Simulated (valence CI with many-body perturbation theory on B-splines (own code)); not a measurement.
# Hyperfine factors and g values of As9+

Computed by relativistic CI+MBPT: six valence electrons over a frozen Dirac-Fock core [Ar], a basis of 7 s, 7 p, 8 d, 6 f, 4 g, 1 h functions for each j, with the one-electron correlation potential Σ1 (screened to all orders), the two-electron term Σ2, the three-electron term Σ3, Breit, model QED; selected single and double excitations, second order for the rest, scaled by the run's own slope (own B-spline code, finite nucleus).

No measured spectrum was set against this ion. As an estimate, terms of the open shell hold to 2 to 4 % of their energy, and close levels can change places. Core correlation moves these levels by up to 5000 cm⁻¹, and in measured spectra 5 to 20 % of such shifts remained as error; rates that hang on mixing are uncertain with them. Among the levels kept, up to 1300 cm⁻¹ of a level comes from second order outside the variational space, and about a tenth of that is noise between levels of different J, which matters for small intervals. The list stops below the first excitations out of the core. Only levels of the ground parity were solved; by the run's estimate the other parity begins above the list, which can be wrong where configurations are misplaced.

A/g_I is the dipole constant over the nuclear g factor μ/I (μ in nuclear magnetons, uniformly magnetised nucleus), B/Q the quadrupole constant per barn. Both hold the static response of the core; the bare values leave it out. Large factors of s and p1/2 electrons are usually good to 5 to 10 %; those of open d and f shells near neutrality can be off by tens of per cent, and small factors of p3/2, d and f electrons come from cancelling terms and can be off by a factor of two or in sign, in half-filled shells by more. B is blank for J = 1/2, where it vanishes, and for nearly pure S terms. Energies count from the lowest level. Levels with J = 0 are left out.

Names give the largest LS component (configuration and term), which can be under half, so a name can repeat, a term be missing and a line seem to break the LS rules; names also repeat where a configuration has a term twice. Letters in brackets count levels of one name in rising energy.

| Level | E (cm⁻¹) | g | A/g_I (MHz) | A/g_I bare | B/Q (MHz/b) | B/Q bare |
| --- | --- | --- | --- | --- | --- | --- |
| 3d6 5D_4 | 0.0 | 1.497 | 837 | 1120 | 2660 | 2770 |
| 3d6 5D_3 | 3133 | 1.498 | 535 | 811 | 645 | 671 |
| 3d6 5D_2 | 4987 | 1.498 | 412 | 686 | -573 | -592 |
| 3d6 5D_1 | 6194 | 1.499 | 334 | 608 | -915 | -948 |
| 3d6 3P_2 [a] | 40956 | 1.492 | 624 | 899 | -302 | -305 |
| 3d6 3H_6 | 41656 | 1.162 | 1710 | 1820 | -1430 | -1480 |
| 3d6 3H_4 | 42439 | 0.964 | 1760 | 1770 | 536 | 555 |
| 3d6 3H_5 | 42795 | 1.052 | 1740 | 1800 | -306 | -313 |
| 3d6 3F_4 [a] | 46616 | 1.073 | 1660 | 1730 | -178 | -184 |
| 3d6 3F_3 [a] | 47209 | 1.043 | 1810 | 1860 | 817 | 842 |
| 3d6 3F_2 [a] | 48404 | 0.674 | 2720 | 2590 | 170 | 174 |
| 3d6 3P_1 [a] | 49672 | 1.485 | 408 | 674 | 66.4 | 69.7 |
| 3d6 3G_5 | 52801 | 1.179 | 1620 | 1750 | -364 | -378 |
| 3d6 3G_4 | 55553 | 1.059 | 1960 | 2020 | -245 | -253 |
| 3d6 3G_3 | 56461 | 0.792 | 2510 | 2440 | 166 | 172 |
| 3d6 1I_6 | 64596 | 1.002 | 2010 | 2050 | -2660 | -2760 |
| 3d6 3D_2 | 65810 | 1.159 | 1560 | 1680 | 95.0 | 100 |
| 3d6 3D_1 | 66540 | 0.516 | 3000 | 2790 | 63.3 | 66.8 |
| 3d6 3D_3 | 66973 | 1.328 | 1140 | 1330 | -530 | -546 |
| 3d6 1G_4 [a] | 68547 | 1.004 | 2070 | 2110 | 1210 | 1260 |
| 3d6 1D_2 [a] | 78713 | 1.009 | 1930 | 1970 | -1500 | -1560 |
| 3d6 1F_3 | 90978 | 1.005 | 2040 | 2080 | -3230 | -3350 |
| 3d6 3P_1 [b] | 106420 | 1.498 | 230 | 496 | 289 | 297 |
| 3d6 3F_4 [b] | 108900 | 1.243 | 1390 | 1540 | -3590 | -3720 |
| 3d6 3F_2 [b] | 108980 | 0.668 | 3000 | 2880 | -2250 | -2330 |
| 3d6 3F_3 [b] | 110220 | 1.079 | 1820 | 1890 | -2730 | -2830 |
| 3d6 3P_2 [b] | 111870 | 1.494 | 875 | 1150 | -1210 | -1250 |
| 3d6 1G_4 [b] | 123190 | 1.005 | 1950 | 1990 | -1100 | -1130 |
| 3d6 1D_2 [b] | 164360 | 0.999 | 2030 | 2070 | 3240 | 3370 |

Q: Take the isotope of mass number 75, with I = 3/2, μ = 1.4383 μN and Q = 0.311 b. What is the hyperfine structure of 3d6 5D_4?

A: From the table A = 803 MHz, B = 829 MHz. Shifts from the centre of gravity in MHz: F = 5/2: -5620, F = 7/2: -3370, F = 9/2: 38.8, F = 11/2: 5030.
